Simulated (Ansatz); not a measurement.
Pulling the pair apart

The pair of C2H4 (SMILES C=C, atoms 1–6) and H2Te (SMILES [TeH2], atoms 7–9), both closed shells, in one local arrangement (a lower one may exist), relaxed at PBE0-D4/def2-TZVP:

```json
{"atom": "C1", "x (Å)": "-0.5253", "y (Å)": "0.0904", "z (Å)": "-1.2429"}
{"atom": "C2", "x (Å)": "0.7902", "y (Å)": "0.1087", "z (Å)": "-1.1014"}
{"atom": "H3", "x (Å)": "-1.1897", "y (Å)": "-0.0218", "z (Å)": "-0.3923"}
{"atom": "H4", "x (Å)": "-0.9925", "y (Å)": "0.1867", "z (Å)": "-2.2172"}
{"atom": "H5", "x (Å)": "1.4539", "y (Å)": "0.2202", "z (Å)": "-1.9522"}
{"atom": "H6", "x (Å)": "1.2617", "y (Å)": "0.0126", "z (Å)": "-0.1288"}
{"atom": "Te7", "x (Å)": "-0.6627", "y (Å)": "-0.2542", "z (Å)": "3.0128"}
{"atom": "H8", "x (Å)": "-0.0270", "y (Å)": "-1.3420", "z (Å)": "1.9381"}
{"atom": "H9", "x (Å)": "-0.1084", "y (Å)": "0.9995", "z (Å)": "2.0837"}
```

H2Te is shifted rigidly along the line between the mean atom positions of the two fragments (negative: closer). Counterpoise interaction energies in kcal/mol. Ansatz 0.2.0; basis: def2-TZVPPD; cores frozen in the correlated methods. Filled d shells of the heavier atoms are correlated. Core potentials replace the inner electrons of the atoms past krypton. The def2 sets are not built for correlating such inner shells, so the correlated values are less sure here.

| shift (Å) | PBE0-D4 | r2SCAN-D4 | MP2 |
| --- | --- | --- | --- |
| -0.43 | -0.59 | -0.21 | -0.32 |
| -0.21 | -1.24 | -0.91 | -1.02 |
| 0.00 | -1.39 | -1.08 | -1.19 |
| 0.21 | -1.31 | -1.02 | -1.12 |
| 0.51 | -1.06 | -0.81 | -0.90 |
| 1.07 | -0.61 | -0.46 | -0.51 |
| 2.14 | -0.18 | -0.14 | -0.16 |
| 4.27 | -0.03 | -0.02 | -0.02 |

**Question.** What does CCSD(T) give at these shifts? (To be estimated.)

**Answer.** By the calculation: 0.09, -0.72, -0.98, -0.97, -0.80, -0.46, -0.14, -0.02 kcal/mol. For zero shift, CCSD(T) at an estimated basis limit (MP2 extrapolated from triple and quadruple zeta, plus CCSD(T) − MP2 in triple zeta) gives -1.22 kcal/mol. These are counterpoise interaction energies, counted from the two frozen fragments.

No T1 diagnostic of these runs exceeds 0.011.

For scale, one of the runs: CCSD(T)/def2-TZVPPD, 235 basis functions, launched by `ansatz run in.yaml --threads 4 --pin off --events-out ev --progress --plain --max-ram 9574MiB`. Time: 2.2 min of wall clock on 4 CPU threads of an Arm Neoverse V1; the host was shared. Peak host memory: 4.7 GiB.
